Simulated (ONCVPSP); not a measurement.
## What one change does to a pseudopotential (sulfur, ONCV)

```
Element                 : S
Generator               : ONCVPSP 4.0.1
Type                    : optimised norm-conserving Vanderbilt (ONCV)
Functional              : LDA (Perdew-Zunger)
Relativity              : scalar-relativistic
Frozen core             : [He]
Valence charge          : 14
Reference configuration : 2s2 2p6 3s1 3p5
Partial waves           : 2s+3s: rc 0.80 bohr, ncon 4, nbas 9, qcut 19.3 1/bohr, 2 projectors; 2p+3p: rc 0.65 bohr, ncon 3, nbas 7, qcut 17.3 1/bohr, 2 projectors
Local potential         : polynomial inside 0.45 bohr (lpopt 5, dvloc0 0 Ha)
Core correction         : none
```

All-electron outer shells of the reference configuration (LDA (Perdew-Zunger), scalar-relativistic, ld1.x):

```tsv
shell	level (eV)	outermost node (bohr)	outermost maximum (bohr)
1s	-2398.61	–	0.06
2s	-212.18	0.13	0.39
2p	-157.88	–	0.33
3s	-17.96	0.60	1.40
3p	-7.65	0.58	1.59
```

Change: all radii scaled by about 1.13 (s 0.90, p 0.74 bohr); local potential polynomial inside 0.50 bohr (lpopt 5, dvloc0 0 Ha).

Cutoffs: the cutoffs (Ha) at which the residual kinetic energy of the hardest occupied pseudo-wave falls to 1 and 0.1 mHa per electron; they do not see the model core or the augmentation charge, which bear on the density cutoff. Errors are all-electron minus pseudo energies relative to the spin-unpolarised reference configuration.

Question: What does the change do?

Answer: The potential gets softer (140 Ha and 365 Ha → 127 Ha and 141 Ha); of the 4 tests that both files solve, the error grows in 0 and shrinks in 1 by more than 15 % and 0.3 meV (median size 2.3 → 2.2 meV); neither file shows a bound ghost. A larger radius leaves more room for a smooth pseudo-wave, so fewer plane waves are needed.

| quantity | base | changed |
| --- | --- | --- |
| cutoff, loose | 140 Ha | 127 Ha |
| cutoff, tight | 365 Ha | 141 Ha |
| loose cutoff by channel | s 96 Ha, p 140 Ha | s 72 Ha, p 127 Ha |
| bound ghosts | none | none |
| GHOST(+) flags under 300 eV | none | none |
| error for 2s2 2p6 3s2 3p4, meV [ΔE -10.24 eV] | +1.0 | +1.0 |
| error for 2s2 2p6 3s2 3p3, meV [ΔE 1.62 eV] | +3.5 | +3.4 |
| error for 2s2 2p6 3s2 3p2, meV [ΔE 24.00 eV] | +9.0 | +9.1 |
| error for 2s2 2p6 3s1 3p4, meV [ΔE 12.42 eV] | +1.1 | +0.8 |
